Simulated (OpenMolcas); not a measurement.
## Co3+: CASPT2 settings compared

```yaml
Program: OpenMolcas
Basis: ANO-RCC-VQZP [7s6p4d3f2g1h]
Scalar_Hamiltonian: X2C, point nucleus
Active_space: 6 electrons in 5 orbitals (3d)
State_averaging: 2S+1 = 5 even, 5 roots; 2S+1 = 3 even, 45 roots kept (CI in the orbitals of an earlier block); 2S+1 = 1 even, 50 roots kept (CI in the orbitals of an earlier block)
Spin-orbit_coupling: RASSI with atomic mean-field integrals over the reference wave functions, term energies averaged over their components
```

Methods on the same reference wave functions:
A. CASSCF
B. SS-CASPT2, IPEA 0.2 Eh, no level shift (closed shells correlated: 2s 2p 3s 3p)
C. SS-CASPT2, IPEA 0.4 Eh, real shift 0.3 Eh (closed shells correlated: none)
D. MS-CASPT2, IPEA 0.4 Eh, real shift 0.3 Eh (closed shells correlated: none)
E. MS-CASPT2, IPEA 0.2 Eh, no level shift (closed shells correlated: 2s 2p 3s 3p)
F. XMS-CASPT2, IPEA 0.2 Eh, sigma2 regulariser 0.3 Eh (closed shells correlated: 3s 3p)

Energies in cm⁻¹ above 3d⁶ ⁵D₄, the measured ground level; measured values from Sugar and Corliss, J. Phys. Chem. Ref. Data 10, 1097 (1981).

| Level | A | B | C | D | E | F | Measured |
| --- | --- | --- | --- | --- | --- | --- | --- |
| 3d⁶ ⁵D₄ | 0.0 | 0.0 | 0.0 | 0.0 | 0.0 | 0.0 | 0.0 |
| 3d⁶ ⁵D₃ | 615 | 618 | 616 | 616 | 618 | 617 | 639 |
| 3d⁶ ⁵D₂ | 1048 | 1047 | 1047 | 1047 | 1047 | 1047 | 1078 |
| 3d⁶ ⁵D₁ | 1327 | 1321 | 1324 | 1324 | 1322 | 1322 |  |
| 3d⁶ ⁵D₀ | 1464 | 1455 | 1460 | 1459 | 1456 | 1457 | 1494 |
| 3d⁶ ³H₆ | 26340 | 24420 | 25980 | 25980 | 24420 | 25240 | 23680 |
| 3d⁶ ³H₅ | 26659 | 24720 | 26280 | 26280 | 24720 | 25530 | 24032 |
| 3d⁶ ³H₄ | 26893 | 24920 | 26490 | 26480 | 24920 | 25730 | 24272 |
| 3d⁶ ³P₂(1) | 28809 | 23140 | 25890 | 25880 | 23140 | 24080 | 22883 |
| 3d⁶ ³F₄(1) | 30168 | 25940 | 27980 | 27970 | 25940 | 26880 | 25396 |
| 3d⁶ ³F₃(1) | 30517 | 26250 | 28310 | 28310 | 26250 | 27200 | 25736 |
| 3d⁶ ³P₁(1) | 30623 | 24960 | 27700 | 27700 | 24960 | 25890 | 24729 |
| 3d⁶ ³F₂(1) | 30778 | 26480 | 28550 | 28560 | 26480 | 27430 | 25969 |
| 3d⁶ ³P₀(1) | 31372 | 25710 | 28430 | 28430 | 25700 | 26630 | 25449 |
| 3d⁶ ³G₅ | 33272 | 29790 | 31520 | 31520 | 29790 | 30510 | 29022 |
| 3d⁶ ³G₄ | 33857 | 30340 | 32080 | 32080 | 30340 | 31060 | 29592 |
| 3d⁶ ³G₃ | 34111 | 30580 | 32320 | 32320 | 30580 | 31300 | 29868 |
| 3d⁶ ¹I₆ | 39736 | 37250 | 39140 | 39140 | 37250 | 37820 | 35943 |
| 3d⁶ ¹G₄(1) | 42004 | 38180 | 39250 | 39240 | 38170 | 38410 | 36683 |
| 3d⁶ ³D₁ | 43043 | 37130 | 39220 | 39220 | 37140 | 38030 |  |
| 3d⁶ ³D₂ | 43074 | 37140 | 39240 | 39240 | 37140 | 38030 |  |
| 3d⁶ ³D₃ | 43249 | 37340 | 39420 | 39420 | 37340 | 38230 | 36554 |
| 3d⁶ ¹S₀(1) | 48841 | 42580 | 43550 | 43540 | 42550 | 42990 | 41442 |
| 3d⁶ ¹D₂(1) | 52219 | 43900 | 48190 | 48190 | 43900 | 44020 | 42342 |

Deviations, from unrounded energies. A percentage is the sum of absolute deviations over the sum of measured energies, with the sign that they share, or ± where signs differ.

```csv
Against measurement,Levels,A,B,C,D,E,F
mean absolute deviation (cm-1),20,4300,650,2400,2400,650,1300
fine structure of the ground term (%),3,-2.6,-2.8,-2.7,-2.7,-2.8,-2.8
other terms of the ground configuration (%),17,+17.0,+2.6,+9.4,+9.4,+2.6,+5.0
```

B, E lie about equally close to measurement and A furthest from it. The largest miss of E in the table is 3d⁶ ¹D₂(1), by +1600 cm-1. The ranking rests on the paired levels alone, and a cruder setting can come out closer through cancelling errors.

Among B to F the level of the table that moves most is 3d⁶ ¹D₂(1), by 4300 cm-1 (lowest in E, highest in C). Moves below CASPT2's spread within the term are not significant.

The two smallest mean deviations differ by little beside CASPT2's spread within terms, so their order carries little weight.

From A to B the spin-free energies of the other terms of 3d⁶ shown, above ⁵D, scale by factors of 0.80 to 0.94, as is usual when dynamic correlation screens the repulsion within a d or f shell.

The lowest spin-free term lies below A's lowest term by 0.574 hartree in B, 0.132 hartree in C, 0.132 hartree in D, 0.574 hartree in E, 0.515 hartree in F.

CASPT2 breaks the degeneracy within a term, and the mean is taken; among the terms shown or strongly mixed into the levels shown the widest spread is 1200 cm-1 (3d⁶ ¹I, F). Terms from blocks run as CI alone lack orbitals of their own. The CASPT2 spread within a term exceeds the gap to the next term for 3d⁶ ¹I and 3d⁶ ³D, so the order of their levels is uncertain (figures for B; the like holds for D, E, F). Without dynamic correlation excited terms often stand tens of per cent too high (terms of higher spin than the ground term too low), and those without a measured partner can miss by more than the paired ones (holds for A). Some levels mix across a computed gap that differs much from the measured one, so their mixing is not that of the real levels (holds for C; D). Measured partners are found by configuration, term and J. A level has none where our copy of the source lacks it or the pairing is in doubt (some pairs that miss far off the trend of their configuration count as doubtful), and it then counts in no deviation. Only configurations of the active space appear. The table leaves out levels that lie high or whose names do not pair safely across all columns.

A number in round brackets counts repeated terms of one configuration in the order of the reference energies.
